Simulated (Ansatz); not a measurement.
`N#CO[SiH3]` + `OCO` → `N#COCO` + `O[SiH3]`  (substitution at a C–O bond)

Program: Ansatz. Geometries: PBE0-D4/def2-TZVP. ΔE: electronic, gas phase. CCSD(T)/CBS is the MP2 limit (def2-TZVPP, def2-QZVPP) plus CCSD(T) − MP2 in def2-TZVPP, frozen cores. This one scheme is used for every species. DFT in def2-TZVPP. Each species was taken in one conformer, which may not be the lowest.

`N#CO[SiH3]`:

```xyz
7

N    -2.684   -0.334   -0.394
C    -1.684    0.124   -0.046
O    -0.592    0.656    0.353
Si    0.947    0.001    0.068
H     1.852    0.961    0.727
H     1.001   -1.342    0.684
H     1.160   -0.066   -1.393
```

`OCO`:

Z-matrix (Å, degrees):
```
C
O 1 1.397
O 1 1.396 2 112.9
H 1 1.095 2 105.2 3 -122.5
H 1 1.095 2 112.0 3 118.6
H 2 0.962 1 107.9 3 -61.7
H 3 0.962 1 107.9 2 -61.7
```

`N#COCO`:

```xyz
8

N     1.940    1.711   -1.017
C     1.219    0.815   -0.909
O     0.430   -0.188   -0.799
C    -0.547   -0.074    0.297
O    -1.185   -1.264    0.416
H    -1.274    0.684    0.008
H     0.017    0.230    1.185
H    -0.600   -1.913    0.819
```

`O[SiH3]`:

Z-matrix (Å, degrees):
```
Si
O 1 1.648
H 1 1.489 2 111.7
H 1 1.489 2 111.7 3 120.9
H 1 1.481 2 105.9 3 -119.6
H 2 0.957 1 117.9 3 -60.5
```

Is it downhill or uphill in electronic energy at CCSD(T)/CBS, and by how much? (An estimate is asked.)

Ansatz gave: Uphill: ΔE = +6.2 kJ/mol.

What do these levels give: r2SCAN-D4, ωB97M-V, PBE, r2SCAN, CCSD(T)/def2-TZVPP, MP2/CBS(def2)? (Estimate.)

The calculation gave: r2SCAN-D4 1.6, ωB97M-V 4.9, PBE 3.3, r2SCAN 1.6, CCSD(T)/def2-TZVPP 5.5, MP2/CBS(def2) 5.9 kJ/mol.

Largest T1 diagnostic among the species: 0.014.
